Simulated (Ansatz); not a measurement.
System: GaOH3, charge 0, singlet. GaOH3 (SMILES [OH][GaH2]).
B3LYP-D3(BJ)/def2-TZVP minimum from Ansatz (a first-principles code):
```xyz
5

Ga    -0.2199    -0.2889     0.0206
H      0.0733    -1.3063     1.1612
H     -1.3413    -0.3245    -1.0713
O      0.9170     1.1054    -0.0033
H      0.7497     1.7443    -0.7028
```
Charge 0, spin multiplicity 1.

Hartree-Fock and MP2 correlation energies in hartree (Ansatz). Open shells are spin-unrestricted; no spin-orbit coupling. Cores are frozen in correlated methods (noble-gas shells, and filled d and f shells in the p block). No relativity.

| basis | X | E(HF) | E(corr, MP2) |
|---|---|---|---|
| cc-pVTZ | 3 | -1999.93988 | -0.33463 |
| cc-pVQZ | 4 | -1999.95075 | -0.36019 |
| cc-pV5Z | 5 | -1999.95282 | withheld |

Fit E(corr) = E∞ + A/X³ to X = 3 and 4, predict X = 5, and compare with the run.

A = (-0.33463 - (-0.36019))/(1/27 - 1/64) = 1.1937; E∞ = -0.36019 - A/64 = -0.37884; at X = 5, E∞ + A/125 = -0.36929. The run gave -0.37057, 1.28 mEh below the prediction. The same form on X = 4 and 5 gives E∞ = -0.38146, 2.62 mEh below the first estimate.
